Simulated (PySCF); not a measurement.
Bonds to the group Y in Y-Sn(OCH3)3. All species are isolated molecules in the gas phase. Each species was relaxed from one start; no search for lower structures was made at this level. In the def2 sets, heavy atoms carry core potentials. Strings in code marks are SMILES.

All values below come from PBE0-D3(BJ)/def2-SVP in PySCF. All candidates: neutral, multiplicity 1. Excitations are Tamm–Dancoff values on a coarser integration grid. The basis has no diffuse functions, so Rydberg states are missing or too high.

The S1 excitation (TDA) is 5.38 eV and the LUMO comes out as -0.81 eV. The HOMO–LUMO gap is 6.60 eV.

### Question
Name which member has these values.
A. `C[O][Sn]([O]C)([O]C)[CH](C)C`
B. `C=C[CH2][Sn]([O]C)([O]C)[O]C`
C. `C=[CH][Sn]([O]C)([O]C)[O]C`
D. `CCC[CH2][Sn]([O]C)([O]C)[O]C`

### Answer
C, `C=[CH][Sn]([O]C)([O]C)[O]C`. The others give `C[O][Sn]([O]C)([O]C)[CH](C)C`: 5.39 eV, -0.54 eV, 6.73 eV; `C=C[CH2][Sn]([O]C)([O]C)[O]C`: 5.16 eV, -0.91 eV, 6.14 eV; `CCC[CH2][Sn]([O]C)([O]C)[O]C`: 5.45 eV, -0.49 eV, 6.81 eV
